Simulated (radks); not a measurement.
The numbers below are computed, except where a source is named.
Q: Radial electron density D(r) = 4 pi r^2 rho(r) of an atom or ion with 3 electrons. Level of theory: Dirac Kohn-Sham, PBE, spin-unpolarised, spherical densities, finite nucleus; Fermi nuclear charge, rms radius of each element as measured or else 0.836 A^(1/3) + 0.57 fm (a radial shooting solver on a logarithmic mesh with Libxc functionals).

r (bohr),D(r) (e/bohr)
0.00424,1.214
0.005138,1.708
0.006225,2.384
0.007543,3.296
0.00914,4.505
0.01107,6.068
0.01342,8.035
0.01626,10.42
0.0197,13.17
0.02387,16.15
0.02892,19.08
0.03505,21.54
0.04246,23.03
0.05186,22.99
0.06284,21.13
0.07614,17.61
0.09226,13.11
0.1118,8.711
0.1355,5.470
0.1641,3.902
0.1989,3.681
0.241,3.885
0.292,3.635
0.3538,2.701
0.4286,1.513
0.5194,0.6085
0.6293,0.1656
0.7625,0.02828
0.9239,0.002770

What is the nuclear charge?

A: Z = 21. The innermost maximum, from 1s, lies near gamma/Z bohr with gamma = sqrt(1 - (Z/c)^2) = 0.988, here 0.0471 bohr (found: 0.0467), and its height grows with Z. The density is that of the scandium ion Sc18+ in [He] 2s1; the configuration itself is not fixed sharply by these data, and Z only to about a unit. D(r) has 2 maxima, at r = 0.0467, 0.249 bohr, and minima at 0.188 bohr, inside which lie 2.11 electrons.
